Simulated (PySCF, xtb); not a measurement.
C₂H₇BO₃, SMILES OCB(O)CO. One conformer was computed; it need not be the lowest.

Harmonic wavenumbers (cm⁻¹) from GFN2-xTB run with xtb at its own minimum, in rising order: 64, 70, 140, 207, 235, 278, 345, 406, 495, 595, 707, 738, 861, 906, 1050, 1071, 1136, 1151, 1191, 1223, 1266, 1309, 1335, 1351, 1456, 1467, 2807, 2850, 2897, 2941, 3553, 3576, 3607.

What does PBE-D3(BJ)/def2-SVP in PySCF give at its own minimum? (The exact figures need the calculation; the answer reports its results.)

71, 76, 141, 181, 235, 290, 341, 415, 509, 532, 686, 715, 884, 926, 1053, 1076, 1131, 1144, 1195, 1232, 1287, 1330, 1352, 1371, 1391, 1411, 2833, 2837, 2907, 2957, 3680, 3708, 3718. Paired by order, the mean absolute difference is 27 cm⁻¹ and the zero-point energies are 61.9 and 62.4 kcal/mol.
